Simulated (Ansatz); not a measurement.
Q: Name a neutral molecule of Al, Cl, F, O, Si and H with HOMO energy (B3LYP/def2-TZVPP) between -8.90 and -8.60 eV and size of the dipole moment (PBE/def2-TZVPP) between 2.00 and 2.30 D (Ansatz, PBE0-D4/def2-TZVP geometry).

A: `O[Si](O)(O)[O][Al]([F])[Cl]` (-8.87 eV, 2.11 D). Other molecules can fit too; these were computed, each in one conformer that needn't be the lowest.

B3LYP here is the variant with VWN-RPA as its local correlation; programs differ in this.
